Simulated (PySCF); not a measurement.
This PySCF input asks for the NMR shieldings of SMILES [C@]1(C(=C)C)(CO)C[SiH2]1, C$_{6}$H$_{12}$OSi; the geometry comes from GFN2-xTB.

```python
import basis_set_exchange as bse
import numpy as np
from pyscf import gto, dft
from pyscf.prop import nmr

atoms = """
C     1.757274    0.838671    1.210306
C     1.136148    0.232475    0.204821
C     1.916287   -0.242104   -0.992725
C    -0.324920    0.011914    0.147458
C    -0.748759   -1.424641   -0.064535
O    -2.084064   -1.418723   -0.526132
C    -1.263427    0.779656    1.087392
Si   -1.452330    1.293782   -0.708214
H     1.246938    1.167519    2.097831
H     2.819675    1.015333    1.189117
H     2.866894    0.280986   -1.059567
H     1.353424   -0.069023   -1.908141
H     2.127279   -1.309138   -0.916771
H    -0.100496   -1.918995   -0.800173
H    -0.674837   -1.984324    0.882616
H    -2.401135   -2.322479   -0.616164
H    -0.801338    1.457716    1.789212
H    -2.025347    0.175120    1.558236
H    -0.757928    2.523314   -1.066384
H    -2.594484    0.923620   -1.511219
"""
names = dict.fromkeys(["C", "O", "Si", "H"], "pcSseg-1")
basis = {el: gto.basis.parse(bse.get_basis(n, elements=[el], fmt="nwchem")) for el, n in names.items()}
mol = gto.M(atom=atoms, basis=basis, charge=0, verbose=0)
mf = dft.RKS(mol, xc="PBE0")
mf.grids.level = 2
mf.grids.alignment = dft.numint.BLKSIZE   # the property module wants whole blocks of grid points
mf.conv_tol = 1e-9
mf.kernel()

calc = nmr.RKS(mf)   # GIAO
C = mf.mo_coeff
Co = C[:, mf.mo_occ > 0]
resp = mf.gen_response(singlet=True, hermi=2)
def vind(x):   # induced exchange potential for any number of trial vectors
    d = np.einsum("pi,xij,qj->xpq", C, 2 * x.reshape(-1, C.shape[1], Co.shape[1]), Co, optimize=True)
    return np.einsum("xpq,pi,qj->xij", resp(d - d.transpose(0, 2, 1)), C, Co, optimize=True).ravel()
mo1, _ = nmr.rhf.solve_mo1(calc, with_cphf=vind)
sigma = calc.kernel(mo1)
for i, s in enumerate(sigma):   # ppm
    print("%2d %-2s %9.2f" % (i, mol.atom_pure_symbol(i), np.trace(s) / 3))
```

**Question.** What are the results?

**Answer.** 
```
 0 C      72.47
 1 C      35.21
 2 C     159.11
 3 C     149.28
 4 C     118.24
 5 O     300.15
 6 C     180.00
 7 Si    474.90
 8 H      26.72
 9 H      26.66
10 H      29.57
11 H      29.81
12 H      29.39
13 H      27.26
14 H      27.83
15 H      31.08
16 H      30.47
17 H      30.74
18 H      29.38
19 H      28.35
```

These numbers come from an equivalent density-fitted implementation of the same equations, which agrees with the script to about 0.01 ppm for H and up to a few tenths of a ppm for heavy atoms, so last digits may differ.

**Question.** Turn these shieldings into chemical shifts. δ = σ(ref) − σ, references computed at the same level: ¹³C (186.93 ppm) and ²⁹Si (349.16 ppm) and ¹H (31.72 ppm) against TMS; ¹⁷O (336.08 ppm) vs H2O.

**Answer.** Averaging equivalent atoms: C 1: 151.7; C 0: 114.5; C 4: 68.7; C 3: 37.6; C 2: 27.8; C 6: 6.9; O 5: 35.9; Si 7: -125.7; H 9: 5.06; H 8: 5.00; H 13: 4.46; H 14: 3.89; H 19: 3.37; H 18: 2.33; H 10/11/12: 2.13; H 16: 1.25; H 17: 0.98; H 15: 0.64 ppm. Experimental scales use liquid or dissolved standards, which lie at an offset from isolated H2O (liquid H2O: subtract about 36 ppm).

Size and cost of the density-fitted run: 203 basis functions, 74 s wall time on 1 thread of an Arm Neoverse N1, shared host; peak memory 0.9 GiB.
